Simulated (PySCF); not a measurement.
BrFHNOW, SMILES [W]([F])(=[O])([Br])=[NH], multiplicity 1.

The structure is a stationary point at B3LYP-D3(BJ)/def2-SVP. The spin state was assumed, not searched. The structure was generated by enumeration; whether it is a known compound was not checked. The def2 effective core potentials stand for the cores of W; spin–orbit coupling is left out.

The numbers are results of PBE/def2-TZVP (PySCF), not measurements.

Gas-phase values at a fixed geometry.

```
Item                                                                                                            Value
---------------------------------------------------------------------------------------------  ----------------------
total energy                                                                                      -2871.41664 hartree
highest occupied level                                                                                       -7.28 eV
lowest empty level                                                                                           -3.37 eV
orbital gap                                                                                                   3.92 eV
dipole moment                                                                                                  1.45 D
quadrupole, principal values (traceless, Buckingham form, about the centre of nuclear charge)  -6.98, -2.91, 9.89 D·Å
mean static polarisability                                                                      68.5 bohr³ (10.15 Å³)
polarisability, principal values                                                               56.0, 64.9, 84.7 bohr³
```
